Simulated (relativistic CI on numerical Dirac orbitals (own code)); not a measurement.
## Tb XXI: sensitivity of the levels to the model

Base calculation: Dirac-Coulomb-Breit CI, separate exchange-only KLI orbitals for each configuration, model QED (radiative potential, 1s self-energy scaled to tabulated hydrogen-like ionisation energies), unscaled Slater integrals.

CI space (outside the closed core [Ar] 3d10): 4s2.4p6.4d9, 4s2.4p5.4d10, 4s2.4p6.4d8.4f, 4s.4p6.4d10, 4s2.4p5.4d9.4f, 4s2.4p6.4d8.5s, 4s.4p6.4d9.4f, 4s2.4p6.4d8.5p, 4s2.4p6.4d7.4f.5s, 4s2.4p6.4d8.5d, 4s2.4p6.4d7.5s.5p, 4s2.4p5.4d9.5s, 4s2.4p6.4d7.5s2, 4s2.4p6.4d6.4f.5s2, 4s2.4p5.4d7.4f.5s2, 4s.4p6.4d7.4f.5s2. Double excitations out of closed p, d and f shells are left out; levels of such configurations are missing from the list, as are those of other unlisted configurations, and high levels can miss mixing partners.

Variants: (1) one mean potential for all configurations; (2) non-relativistic limit. Shifts of the energy above 4s2.4p6.4d9 2D_5/2, in cm⁻¹, for the lowest level and the first level of each name with at least 55 % of one term (blank where a level changes its place among those of its configuration and J or its character, or is not in the variant):

```tsv
Level	Base	Δ(1)	Δ(2)
4s2.4p6.4d9 2D_5/2	0	0	0
4s2.4p6.4d9 2D_3/2	60815	-5	-60815
4s2.4p5.4d10 2P°_3/2	1077190	-476	-76314
4s2.4p6.4d8.4f 4F°_7/2	1176708	-787	-15599
4s2.4p6.4d8.4f 4F°_9/2	1187280	-787	-26170
4s2.4p6.4d8.4f 4I°_15/2	1202177	-781	-9832
4s2.4p6.4d8.4f 4D°_7/2	1204965	-783	-29860
4s2.4p6.4d8.4f 4H°_13/2	1213908	-779	-15524
4s2.4p6.4d8.4f 4D°_1/2	1232050	-759	
4s2.4p6.4d8.4f 4G°_7/2	1246105	-780	
4s2.4p6.4d8.4f 2K°_13/2	1277962	-784	-53392
4s2.4p6.4d8.4f 2K°_15/2	1285591	-784	-61021
4s2.4p6.4d8.4f 4D°_5/2	1316342	-773
```

At this charge energies of transitions that change n are usually good to better than 1 %, and those within a shell (Δn = 0) to a few per cent.

Ionisation energy from the two ground configurations alone: base 650.355 eV. The NIST ASD value (theoretical) is 651 eV.

LS names give the leading component of a level, which can be under half, so a name can repeat, a term be missing and a line seem to break the LS rules.
